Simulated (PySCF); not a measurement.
C3H3F3Ge.
SMILES with atom numbers: `[CH:1]#[C:2][GeH2:3][C:4]([F:5])([F:6])[F:7]` (hydrogens: H8 on C1; H9, H10 on Ge3)

Geometry (GFN2-xTB, Å), atoms numbered from 1 in this order:
```xyz
10
C3H3F3Ge angstrom
C      2.623   -0.462   -0.127
C      1.449   -0.572   -0.368
Ge    -0.402   -0.701   -0.723
C     -1.246    0.855    0.217
F     -1.043    0.822    1.546
F     -2.579    0.895    0.035
F     -0.766    2.034   -0.216
H      3.651   -0.369    0.081
H     -0.988   -1.946   -0.139
H     -0.690   -0.551   -2.182
```

Vertical excitations from PySCF (density fitting, frozen core in the response, grid level 2 and gas phase unless stated; continuum runs use non-equilibrium linear response for the excitations) on a GFN2-xTB geometry. Reference run:

| settings | S1, eV (f) | S2, eV (f) | S3, eV (f) | S4, eV (f) | S5, eV (f) | S6, eV (f) | T1, eV (Tamm–Dancoff) | mean α (au) |
| --- | --- | --- | --- | --- | --- | --- | --- | --- |
| PBE/def2-SVPD, TDA, 25 singlets | 6.06 (0.000) | 6.29 (0.018) | 6.34 (0.002) | 7.00 (0.005) | 7.04 (0.000) | 7.22 (0.084) | – | 68.3 |

Task: What do these settings give: (1) revPBE/def2-SVPD, grid level 3, fitting basis def2-qzvpp-jkfit, TDA, 25 singlets; (2) LDA/def2-SVPD, full TDDFT, 6 singlets?

Result: 
| settings | S1, eV (f) | S2, eV (f) | S3, eV (f) | S4, eV (f) | S5, eV (f) | S6, eV (f) | T1, eV (Tamm–Dancoff) | mean α (au) |
| --- | --- | --- | --- | --- | --- | --- | --- | --- |
| revPBE/def2-SVPD, grid level 3, fitting basis def2-qzvpp-jkfit, TDA, 25 singlets | 6.10 (0.000) | 6.29 (0.017) | 6.35 (0.002) | 6.96 (0.004) | 7.01 (0.000) | 7.24 (0.095) | – | 68.0 |
| LDA/def2-SVPD, full TDDFT, 6 singlets | 6.01 (0.000) | 6.27 (0.023) | 6.34 (0.002) | 7.03 (0.005) | 7.07 (0.000) | 7.16 (0.136) | 5.23 | 69.0 |

(1) S1 moves by +0.04 eV (revPBE has no exact exchange, PBE no exact exchange). (2) S1 moves by -0.05 eV; functional and response scheme change together, so the shift can't be laid on one. States are counted by energy in each run and needn't keep their character from row to row.

Task: Which orbital pairs make up S1 in each run, and how does it sit against the orbital gap?

Result: 
```csv
settings,S1 configurations (weight),S1 (eV),orbital gap (eV),S1 − gap (eV)
"PBE/def2-SVPD, TDA, 25 singlets","H−1→L 0.91, H→L+1 0.09",6.06,5.94,+0.12
"revPBE/def2-SVPD, grid level 3, fitting basis def2-qzvpp-jkfit, TDA, 25 singlets",H−1→L 0.92,6.10,5.98,+0.12
"LDA/def2-SVPD, full TDDFT, 6 singlets","H−1→L 0.89, H→L+1 0.11",6.01,5.88,+0.13
```

 Relativistic effects, spin–orbit coupling among them, are left out although an element past zinc is present.
